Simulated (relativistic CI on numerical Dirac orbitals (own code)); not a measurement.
**Crystal-field levels of Nb2+, 4d3**

Calculated by Dirac-Coulomb-Breit CI, separate exchange-only KLI orbitals for each configuration, model QED (radiative potential, 1s self-energy scaled to tabulated hydrogen-like ionisation energies), valence Slater integrals scaled by 0.85, one configuration in a parametric crystal field (own radial code).

Field parameters in Wybourne normalisation: Td as Oh with Dq negative (B⁴₀ = 21Dq, B⁴₄ = √(5/14) B⁴₀). The field is a parameter set, without covalency.

S is read from ⟨S²⟩ = S(S + 1).

Site symmetry Td; labels are those of the double group. Computed levels in cm⁻¹ above the lowest, in rising order:

| Δ (size of 10Dq) | Lowest | No. 2 | No. 3 | No. 4 | No. 5 | No. 6 | No. 7 | No. 8 |
| --- | --- | --- | --- | --- | --- | --- | --- | --- |
| 2100 | Γ8 | 192 Γ7 | 695 Γ8 | 1129 Γ6 | 2175 Γ7 | 2177 Γ8 | 2512 Γ6 | 2643 Γ8 |
| 3800 | Γ8 | 140 Γ7 | 674 Γ8 | 1070 Γ6 | 3567 Γ7 | 3594 Γ8 | 3898 Γ6 | 3975 Γ8 |
| 5450 | Γ8 | 125 Γ7 | 660 Γ8 | 1038 Γ6 | 5016 Γ7 | 5048 Γ8 | 5347 Γ6 | 5379 Γ8 |
| 7100 | Γ8 | 128 Γ7 | 658 Γ8 | 1024 Γ6 | 4804 Γ8 | 6518 Γ7 | 6543 Γ8 | 6851 Γ6 |
| 8800 | Γ8 | 159 Γ7 | 677 Γ8 | 1037 Γ6 | 3231 Γ8 | 8106 Γ7 | 8106 Γ8 | 8440 Γ6 |
| 10450 | Γ8 | 266 Γ7 | 765 Γ8 | 1128 Γ6 | 1845 Γ8 | 9622 Γ8 | 9681 Γ7 | 9940 Γ6 |
| 12150 | Γ8 | 825 Γ7 | 1181 Γ8 | 1428 Γ8 | 1672 Γ6 | 10891 Γ6 | 11090 Γ8 | 11197 Γ7 |
| 13800 | Γ8 | 2160 Γ7 | 2296 Γ8 | 2687 Γ8 | 2995 Γ6 | 12227 Γ6 | 12467 Γ8 | 12677 Γ7 |
| 15500 | Γ8 | 3767 Γ7 | 3837 Γ8 | 4278 Γ8 | 4590 Γ6 | 13809 Γ6 | 14050 Γ8 | 14309 Γ7 |
| 17200 | Γ8 | 5421 Γ7 | 5465 Γ8 | 5923 Γ8 | 6234 Γ6 | 15436 Γ6 | 15677 Γ8 | 15967 Γ7 |
| 18850 | Γ8 | 7042 Γ7 | 7074 Γ8 | 7538 Γ8 | 7846 Γ6 | 17032 Γ6 | 17272 Γ8 | 17585 Γ7 |

Ground-state S against |10Dq| in cm⁻¹: 2100: 1.50, 3800: 1.50, 5450: 1.49, 7100: 1.49, 8800: 1.47, 10450: 1.40, 12150: 0.95, 13800: 0.61, 15500: 0.54, 17200: 0.52, 18850: 0.51.

The spin changes between |10Dq| = 10450 and 12150 cm⁻¹.
